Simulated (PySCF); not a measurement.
Compound: C3H10N2Si2.
SMILES: `C#CCN[Si@@H](N)[SiH3]`

The closed-shell SCF was solved with PySCF and density fitting under several settings on one GFN2-xTB geometry (grid level 2 and gas phase unless stated).

| settings | basis functions | SCF cycles | E (Eh) | HOMO (eV) | LUMO (eV) | dipole (D) |
| --- | --- | --- | --- | --- | --- | --- |
| PBE0/def2-SVPD, energy threshold 1e-07 Eh, level shift 0.2 Eh | 228 | 9 | -807.9355 | -6.87 | -0.02 | 1.16 |
| PBE0/6-31G*, IEF-PCM chloroform, start guess vsap | 126 | 13 | -808.2205 | -6.58 | 0.44 | 1.58 |

Task: Estimate the rows for these settings: (1) BLYP/MINI, IEF-PCM tetrahydrofuran, fitting basis def2-universal-jkfit; (2) PBE0/def2-SVPD.

Result: 
```csv
settings,basis functions,SCF cycles,E (Eh),HOMO (eV),LUMO (eV),dipole (D)
"BLYP/MINI, IEF-PCM tetrahydrofuran, fitting basis def2-universal-jkfit",53,11,-803.5851,-6.06,-1.44,3.07
PBE0/def2-SVPD,228,14,-807.9355,-6.87,-0.02,1.16
```

Task: Over all rows, what range does the HOMO–LUMO gap span?

Result: From 4.62 eV (BLYP/MINI, IEF-PCM tetrahydrofuran, fitting basis def2-universal-jkfit) to 7.02 eV (PBE0/6-31G*, IEF-PCM chloroform, start guess vsap). The functional of the narrowest has no exact exchange, that of the widest 25 % exact exchange.

Task: And the dipole moment?

Result: From 1.16 D to 3.07 D; the largest is 2.65 times the smallest, and the median is 1.37 D.

Whole jobs, the steps after the SCF included, on one thread of an Arm Neoverse V1, no GPU, shared host:

```
                                                              settings                                                                                   work after the SCF  wall time  peak memory
         PBE0/def2-SVPD, energy threshold 1e-07 Eh, level shift 0.2 Eh                                   25 singlets by full TDDFT, 2 Tamm–Dancoff triplets, polarisability       62 s      1.1 GiB
                     PBE0/6-31G*, IEF-PCM chloroform, start guess vsap                         spin–spin couplings from 17 perturbed nuclei, spin–dipole term for 4 of them       36 s     0.94 GiB
BLYP/MINI, IEF-PCM tetrahydrofuran, fitting basis def2-universal-jkfit                         spin–spin couplings from 17 perturbed nuclei, spin–dipole term for 4 of them      8.4 s     0.66 GiB
                                                        PBE0/def2-SVPD  1 singlet by full TDDFT, 5 Tamm–Dancoff triplets, polarisability, density and orbital grids written       41 s      1.0 GiB
```

Cycle counts include a coarse-grid stage where the run had one. All basis functions are spherical, in the Pople sets too. One conformer (not necessarily the lowest) at the GFN2-xTB geometry, without vibrations or thermal averaging.

The values belong to the conformer `[CH:1]#[C:2][CH2:3][NH:4][Si@@H:5]([NH2:6])[SiH3:7]`: C2–C3–N4–Si5 78°, C3–N4–Si5–N6 176°, H–N6–Si5–N4 -50°, H–N6–Si5–N4 175°.
